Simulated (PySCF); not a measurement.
Ligands exchanged one at a time, Sn Br-OCH3. Gas-phase values, no solvent. One relaxed conformer stands for each flexible species; it need not be the lowest. Strings in code marks are SMILES.

Method: TPSSh-D3(BJ)/def2-TZVP // CAM-B3LYP-D3(BJ)/def2-SVP (PySCF). All candidates: neutral, multiplicity 1. Excitations are Tamm–Dancoff values on a coarser integration grid. The basis has no diffuse functions, so Rydberg states are missing or too high.

```yaml
HOMO: -7.52 eV
T1 excitation (TDA): 3.65 eV
HOMO–LUMO gap: 4.44 eV
```

Task: Name which member has these values.
A) `C[O][Sn]([Br])([Br])[O]C` (C–O–Sn–Br torsion -174°, Br–Sn–O–C torsion 65°)
B) `C[O][Sn]([Br])([Br])[Br]` (C–O–Sn–Br torsion 61°)
C) `C[O][Sn]([O]C)([O]C)[O]C`
D) `C[O][Sn]([Br])([O]C)[O]C`

Result: A, `C[O][Sn]([Br])([Br])[O]C` (C–O–Sn–Br torsion -174°, Br–Sn–O–C torsion 65°). The others give `C[O][Sn]([Br])([Br])[Br]` (C–O–Sn–Br torsion 61°): -7.71 eV, 3.40 eV, 4.15 eV; `C[O][Sn]([O]C)([O]C)[O]C`: -7.08 eV, 4.20 eV, 5.09 eV; `C[O][Sn]([Br])([O]C)[O]C`: -7.27 eV, 3.87 eV, 4.73 eV
